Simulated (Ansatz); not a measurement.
The same path of a periodic cell of 19 atoms, SiC18 (surface graphene monolayer, adsorbate Si) was run twice with different band settings. Lost on the way: C12–Si19, C17–Si19. Made: C5–Si19, C18–Si19.

Method: DFT PBE, scalar-relativistic, plane waves, PAW (Ansatz). Settings: cutoff 420 eV, k mesh 2x2x1, fermi-dirac smearing 0.02 eV, spin collinear.

Relaxed end points:

```xyz
19
Lattice="7.3980 0.0000 0.0000 -3.6990 6.4069 0.0000 0.0000 0.0000 11.0000" Properties=species:S:1:pos:R:3
C 0.032 0.012 0.952
C 1.265 0.716 0.946
C -1.208 2.144 0.945
C 0.025 2.849 0.952
C -2.433 4.278 1.000
C -1.210 4.989 1.000
C 2.495 0.006 0.982
C 3.726 0.723 0.989
C 1.259 2.135 0.947
C 2.491 2.836 1.004
C 0.016 4.266 1.015
C 1.252 4.996 1.056
C 4.964 0.025 1.004
C 6.195 0.725 0.947
C 3.729 2.138 0.989
C 4.959 2.854 0.982
C 2.504 4.271 1.056
C 3.739 5.001 1.016
Si 1.879 4.637 3.069
```

```xyz
19
Lattice="7.3980 0.0000 0.0000 -3.6990 6.4069 0.0000 0.0000 0.0000 11.0000" Properties=species:S:1:pos:R:3
C 0.032 0.025 1.004
C 1.263 0.725 0.947
C -1.203 2.138 0.989
C 0.027 2.854 0.982
C -2.428 4.271 1.056
C -1.193 5.001 1.016
C 2.498 0.012 0.952
C 3.731 0.716 0.946
C 1.258 2.144 0.945
C 2.491 2.849 0.952
C 0.033 4.278 1.000
C 1.256 4.989 1.000
C 4.961 0.006 0.982
C 6.192 0.723 0.989
C 3.725 2.135 0.947
C 4.957 2.836 1.004
C 2.482 4.266 1.015
C 3.718 4.996 1.056
Si 4.345 4.637 3.069
```

Common settings: spring 5.0 eV/Å²; optimiser quadratic models (default); end points relaxed.

| run | movable images | climbing image | start path | force threshold | iteration limit |
| --- | --- | --- | --- | --- | --- |
| 1 | 3 | yes | IDPP | 0.03 eV/Å | 80 |
| 2 | 4 | no | default | 0.05 eV/Å | 50 |

(1) What does each run give, and how far can it be trusted?

Results:

(1) Run 1: converged after 9 iterations, highest image 0.043 eV above the first end. The profile has 2 maxima (images 1, 3) with wells between them (image 2): this band takes more than one step, which may be the mechanism or a detour left from its start path. By the program's own check the climbing image is of a kind that is not told: the force calls were inconclusive, a negative curvature could not be distinguished from the path's own, the only one lies far off the path, or fixed occupations may fill a level only in part (lowest curvatures found: -1.33 and 1.08 eV/Å²).
Run 2: converged after 6 iterations, highest image 0.034 eV above the first end. The profile has 2 maxima (images 1, 4) with wells between them (image 2): this band takes more than one step, which may be the mechanism or a detour left from its start path. No image climbed, so the highest image needn't sit at the top of the path.
Limits of this set-up: coarse k mesh, slab without dipole correction, a typed lattice constant that wasn't relaxed here.
